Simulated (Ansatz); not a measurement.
Consider the formal exchange of groups at a B–Si bond: `N[SiH2]B(N)O` + ethane → `CCB(N)O` + `N[SiH3]`.

Program: Ansatz. Geometries: PBE0-D4/def2-TZVP. ΔE: electronic, gas phase. CCSD(T)/CBS adds triple-zeta CCSD(T) − MP2 to the extrapolated MP2 energy (def2 sets, frozen cores). This one scheme is used for every species. Functionals use def2-TZVPP. HSE06 is defined as in plane-wave codes. One conformer a species, not always the lowest.

(1) Is it downhill or uphill in electronic energy at CCSD(T)/CBS, and by how much? (Estimate.)

(2) What do these levels give: PBE-D4, BLYP-D4, HSE06-D4, BHLYP-D4, ωB97M-V, B2PLYP, r2SCAN, r2SCANh, BHLYP, MP2/def2-SVP, CCSD(T)/def2-SVP, HF/def2-TZVPP? (An estimate is asked.)

Largest T1 diagnostic among the species: 0.012.

Results:

(1) Ansatz gave: Downhill: ΔE = -2.5 kcal/mol.

(2) Computed: PBE-D4 0.9, BLYP-D4 -0.2, HSE06-D4 -0.5, BHLYP-D4 -2.7, ωB97M-V -2.7, B2PLYP -2.2, r2SCAN -1.2, r2SCANh -1.6, BHLYP -3.2, MP2/def2-SVP -3.8, CCSD(T)/def2-SVP -3.0, HF/def2-TZVPP -5.0 kcal/mol.

From PBE to PBE0 (25 % exact exchange), in def2-TZVPP and without D4, ΔE moves by −1.4 kcal/mol. In def2-TZVPP, CCSD(T) changes the Hartree–Fock value by +2.6 kcal/mol (the triples alone add +0.5 kcal/mol) and MP2 by +1.7 kcal/mol.
